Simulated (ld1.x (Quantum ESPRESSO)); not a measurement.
## P (Z = 15): excitation energies, all-electron against TM semilocal

* Element: P
* Generator: ld1.x (Quantum ESPRESSO) 7.5
* Type: norm-conserving Troullier–Martins (semilocal form)
* Functional: BLYP
* Relativity: non-relativistic
* Frozen core: [Ne]
* Valence charge: 5
* Reference configuration: 3s2 3p3
* Partial waves: 3s (bound): rc 1.10 bohr; 3p (bound): rc 1.45 bohr
* Local potential: the p channel
* Core correction: none

Energies are relative to the spin-unpolarised reference configuration 3s2 3p3; without spin polarisation the order of configurations can differ from experiment. The frozen-core shift is the all-electron ΔE with the core orbitals held at their reference shape minus the fully relaxed ΔE.

| valence configuration | charge | ΔE all-electron (eV) | error AE − PS (meV) | frozen-core shift (meV) |
| --- | --- | --- | --- | --- |
| 3s2 3p2 | +1 | 9.588 | +7.6 | +1.0 |
| 3s2 3p1 | +2 | 28.612 | +55 | +9.6 |
| 3s1 3p3 | +1 | 18.623 | +26 | +2.4 |
| 3s2 3p3.3 | -0.3 | -1.266 | +0.2 | 0.0 |
| 3s0 3p5 | 0 | 17.075 | +179 | +1.8 |

(1) What are ΔE and the potential's error for 3s2 3p0?

(2) What are ΔE and the potential's error for 3s1 3p4?

Answers

(1) ΔE = 58.293 eV all-electron; the error (AE − PS) is +213 meV.

(2) ΔE = 8.466 eV all-electron; the error (AE − PS) is +28 meV.

ld1.x printed “convergence not achieved” for 6 of the counted tests; their residual had stalled under 1e-8, short of the target of 1e-14.
